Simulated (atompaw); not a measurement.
## Before and after: PAW (atompaw) potential for samarium

* Element: Sm
* Generator: atompaw 4.2.0.5
* Type: PAW
* Functional: PBE
* Relativity: scalar-relativistic
* Frozen core: [Kr] 4d10 4f6
* Valence charge: 10
* Reference configuration: 5s2 5p6 5d0 6s1.5 6p0 (charge +0.5)
* Partial waves: 5s (bound): rc 2.45 bohr; 6s (bound): rc 2.25 bohr; 5p (bound): rc 2.50 bohr; 6p (bound, empty): rc 3.00 bohr; 5d (bound, empty): rc 2.30 bohr; 5d channel at 1.7 Ry: rc 3.00 bohr
* Local potential: ultrasoft scheme with l = 3 at 0 Ry, radius 2.70 bohr
* Core correction: smooth core density matched at 2.55 bohr
* Augmentation charge: gaussian compensation charge, radius 2.95 bohr; PAW radius 3.00 bohr; waves and projectors: custom rrkj gramschmidtortho

Change: waves 5s (bound); 6s (bound); 5p (bound); 6p (bound); 5d (bound); 5d channel at 1.7 Ry; augmentation gaussian compensation charge, radius 2.95 bohr; PAW radius 3.00 bohr; waves and projectors: bloechl.

Cutoffs: the cutoffs (Ry, on a coarse ladder) from which the occupation-weighted sum of valence levels, in a spherical-Bessel basis at the reference potential, stays within 10 and 1 mRy of its value at 400 Ry; they do not see the model core or the augmentation charge, which bear on the density cutoff.

Q: What does the change do?

A: The potential gets harder (15 Ry and 21 Ry → 30 Ry and 45 Ry); neither file shows a bound ghost.

| quantity | base | changed |
| --- | --- | --- |
| cutoff, loose | 15 Ry | 30 Ry |
| cutoff, tight | 21 Ry | 45 Ry |
| loose cutoff by channel (10 mRy a level) | s 12 Ry, p 10 Ry | s 25 Ry, p 25 Ry |
| bound ghosts | none | none |
| s: phases at 3.00 bohr within 0.05 rad from the reference energy up to (Ry; the scan ends near 5) | 4.2 | 4.0 |
| p: phases at 3.00 bohr within 0.05 rad from the reference energy up to (Ry; the scan ends near 5) | to the end of the scan | to the end of the scan |
| d: phases at 3.00 bohr within 0.05 rad from the reference energy up to (Ry; the scan ends near 5) | to the end of the scan | to the end of the scan |
| lowest overlap eigenvalue by channel | s 0.19, p 0.06, d 0.21 | s 0.26, p 0.37, d 0.53 |

 The cutoffs see the waves, projectors and local potential, not the compensation charge or the core.
